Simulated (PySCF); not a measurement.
Electron correlation in Ru (ruthenium, neutral)

[Kr] 4d8, high-spin 3F determinant (an excited configuration). Calculation: PySCF 2.14, in x2c-QZVPPall (13s8p7d4f2g, 118 functions); the spin-free X2C one-electron Hamiltonian (Gaussian nucleus). Frozen: [Ar] 3d10; 16 electrons correlated.

MP2 pair energies summed by pair of shells (mhartree):

| pair | energy | share (%) |
| --- | --- | --- |
| 4d-4d | -240.22 | 42.2 |
| 4p-4d | -190.47 | 33.5 |
| 4p-4p | -66.90 | 11.8 |
| 4s-4d | -32.94 | 5.8 |
| 4s-4p | -32.71 | 5.8 |
| 4s-4s | -5.39 | 0.9 |

Total MP2 correlation energy: -568.62 mhartree.

Same-spin part -178.85 and opposite-spin part -389.78 mhartree; SCS-MP2 scales them by 1/3 and 6/5 to -527.35 mhartree.

This basis was not built for core-valence correlation, so the inner-shell part is incomplete.
